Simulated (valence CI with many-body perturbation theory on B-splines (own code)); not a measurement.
**Which ion has this spectrum?**

A relativistic CI+MBPT calculation for an atom or ion with 14 electrons gives these levels (eV):

```tsv
J	Parity	E	g
0	even	0.000	
1	even	1.153	1.50
2	even	2.304	1.45
2	even	5.973	1.04
0	even	11.371	
2	odd	26.589	2.00
1	odd	35.609	0.53
2	odd	35.628	1.19
3	odd	35.981	1.33
0	odd	40.793	
1	odd	40.883	1.47
2	odd	40.962	1.46
2	odd	44.936	1.03
1	odd	51.565	1.78
```

The energies are calculated, with errors of perhaps 200 cm⁻¹, more in some levels.

**Question.** Which is it?
A. Cr10+
B. Co13+
C. Ni14+
D. Fe12+

**Answer.** D. Fe12+, ground level 3s²3p² ³P_0.
